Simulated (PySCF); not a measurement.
# Computed NMR parameters against published values

Atoms are numbered as in `[O:1]=[C:2]([Cl:3])[c:4]1[cH:5][cH:6][s:7][cH:8]1` (H(Xn): hydrogen on atom n).

Published estimates (parent shift plus substituent increments) and measurements: δ $^{1}$H H(C8) 8.25; H(C5) 7.46; H(C6) 7.23 ppm (estimated from measurements, as parent shift plus tabulated substituent increment; solution, not stated per compound (mostly CDCl3 or CCl4); Pretsch, Buehlmann, Badertscher, Structure Determination of Organic Compounds, 4th ed. (2009)).

Level of theory: geometry from PBE0-D3(BJ)/def2-SVP, GIAO PBE0/pcSseg-1 shieldings, in PySCF 2.14.0 with density-fitted response routines (relativity neglected, gas phase, one conformer).

(1) What does the calculation give, and how does it compare?

(2) How far are the unscaled $^{1}$H shifts from the references?

Answers

(1) 
Reference values: estimated from measurements, as parent shift plus tabulated substituent increment (solution, not stated per compound (mostly CDCl3 or CCl4); Pretsch, Buehlmann, Badertscher, Structure Determination of Organic Compounds, 4th ed. (2009)).
```
atoms   quantity  reference  computed  computed, scaled
H(C8)  δ $^{1}$H       8.25      8.23              8.02
H(C5)  δ $^{1}$H       7.46      7.71              7.53
H(C6)  δ $^{1}$H       7.23      7.18              7.03
```

Computed shifts are σ(ref) − σ with the named reference compound (TMS for H and C) calculated as an isolated molecule at the same level. The measured values may be among those fitted. Empirical linear scaling, fitted to shifts measured mostly in CDCl3 for H and C (δ vs TMS): $^{1}$H (scatter 0.21 ppm rms, 0.22 ppm with the 3 outliers that the fit left out). Occasional misses reach two or three times the rms, and more in compound classes unlike the fitted ones.

(2) Mean signed difference +0.06 ppm, mean absolute 0.11 ppm over 3 comparisons; the largest is +0.25 ppm at H(C5) (hydrogen on an aromatic CH).
